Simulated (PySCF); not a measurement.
# What a mistake does to a calculation on CGe2H5 cation

Calculated results; nothing here was measured. The program is PySCF 2.14.0, an open-source quantum chemistry code, run on an isolated molecule that a program drew, which may never have been made. The molecule is CGe2H5 cation (charge +1, singlet), drawn as the SMILES string `[GeH2]=[CH][GeH2+]`.

Each row is a Hartree-Fock (HF) and frozen-core CCSD(T) single point in the cc-pVDZ basis, meant for a local HF minimum. Run 1 is clean. Each other run has one planted mistake out of seven kinds, and not every kind appears here: one electron removed, one electron added, multiplicity raised by two, geometry at a saddle point, minimal basis STO-3G, one bond length entered in bohr, all coordinates scaled. The reference is restricted for singlets and unrestricted otherwise, and also for a bond in bohr. Adding or removing an electron swaps singlet and doublet. Electrons count all cores. HOMO and LUMO are orbital energies over both spins, the gradient is its largest component, and the lowest frequency (negative if imaginary) is given only where the gradient is small. Bond lengths are over the 7 bonds as drawn. T1 is the CCSD diagnostic: over 0.02 (restricted) or 0.045 (unrestricted) a single reference is doubtful. Germanium has the cc-pVDZ-PP basis, with a core potential (ECP10MDF) in place of its 10 inner electrons, and its 3s, 3p and 3d shells are frozen in CCSD(T).

Geometry of the clean run:
```xyz
8
CGe2H5 cation, angstrom
Ge    0.9164    0.4375   -1.4264
C     0.2706   -0.2946    0.1015
Ge    0.0009   -2.0739    0.3228
H     1.1291    1.9255   -1.5726
H     1.2627   -0.4403   -2.6094
H     0.0339    0.3673    0.9279
H     0.3144   -3.0413   -0.7978
H    -0.5376   -2.6471    1.6121
```

| run | electrons | basis functions | <S^2> | HOMO (eV) | LUMO (eV) | gradient (hartree/bohr) | lowest frequency (cm^-1) | mean bond (Å) | longest bond (Å) | T1 | HF (hartree) | CCSD(T) (hartree) | mistake |
|---|---|---|---|---|---|---|---|---|---|---|---|---|---|
| 1 | 74 | 85 | 0.000 | -14.50 | -4.78 | 1.9e-05 | 146 | 1.5369 | 1.813 | 0.0136 | -627.22614 | -627.58344 | no fault |
| 2 | 75 | 85 | 1.084 | -6.45 | 1.81 | 2.0e-02 | - | 1.5369 | 1.813 | 0.0388 | -627.43379 | -627.80259 | one electron added |
| 3 | 74 | 85 | 0.000 | -14.87 | -4.74 | 2.1e-02 | - | 1.4892 | 1.757 | 0.0124 | -627.21792 | -627.56984 | all coordinates scaled |
| 4 | 74 | 85 | 2.018 | -11.35 | -6.20 | 6.2e-02 | - | 1.5369 | 1.813 | 0.0103 | -627.14454 | -627.47487 | multiplicity raised by two |
| 5 | 73 | 85 | 0.757 | -23.42 | -12.11 | 7.2e-02 | - | 1.5369 | 1.813 | 0.0116 | -626.74834 | -627.05373 | one electron removed |
| 6 | 74 | 85 | 0.895 | -14.53 | -5.03 | 1.2e-02 | - | 1.7288 | 2.854 | 0.0367 | -627.12343 | -627.46554 | ? |

**Which mistake was planted in run 6, and what did it cost?**

The mean bond changes by a factor of 1.125 and the longest by 1.574, so the molecule wasn't scaled as a whole. A length L in bohr read as angstrom grows by (1/0.5292 - 1) L = 0.890 L. The 7 bonds together grew by 7 x 0.1919 = 1.343 Å, which gives L = 1.510 Å. That is the length of one of the Ge-H bonds, 1.510 Å in the clean geometry. So the mistake is: one bond length entered in bohr. Subtracting run 1 and multiplying by 627.51 kcal/mol a hartree, the energy moved by 64.5 kcal/mol in HF and 74.0 kcal/mol in CCSD(T).

